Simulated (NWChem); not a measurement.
# Total energies of CCl₂

```xyz
3

Cl     1.4022     0.0000     0.1491
C      0.0000     0.0000    -0.8450
Cl    -1.4022     0.0000     0.1491
```
Charge 0, spin multiplicity 1.

The numbers come from NWChem runs, not from measurements. All single points use one geometry, from PBE0/def2-SVP, a minimum by its harmonic frequencies.

Basis set: cc-pVTZ (98 functions).

```csv
method,total energy (Ha),relative cost
RHF,-956.80640,1
MP2,-957.32161,4
B2PLYP,-958.15636,6
PBE,-958.03204,under 3
B3LYP,-958.47731,under 3
LDA (SVWN5),-955.14204,under 3
CCSD(T),-957.38674,70
```

Total energies of different functionals aren't comparable as a measure of quality: only differences taken within one method are. Relative cost: rough, from shared machines, SCF included, RHF = 1.

The correlated methods keep 11 core orbitals frozen. B3LYP has NWChem's definition, with VWN1-RPA local correlation. The structure started from a generated list of species. Coupled-cluster values serve here as a point of comparison, not as the truth.
